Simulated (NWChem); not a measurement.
System: InI, singlet; SMILES [In][I]

```xyz
2

In     0.0000     0.0000    -1.4495
I      0.0000     0.0000     1.3401
```
Atoms are numbered in this order, from 1.

All runs: NWChem. Low-valent species are run as closed-shell singlets; no triplet was tried in these runs. Structure relaxed at the PBE0/def2-SVP level. def2 effective core potentials on In, I; no spin-orbit coupling.

For level B3LYP/STO-3G (all-electron, non-relativistic):

```
Quantity                     Result
---------------------------  ------
highest occupied level (eV)   -3.09
orbital gap (eV)               4.62
dipole (D)                     3.28
```

Question: Estimate the same quantities for level B3LYP/def2-SVP (core potentials).

Answer: The highest occupied level (eV) comes out as -6.61. The orbital gap (eV) is 4.44 and the dipole (D) is 3.47.
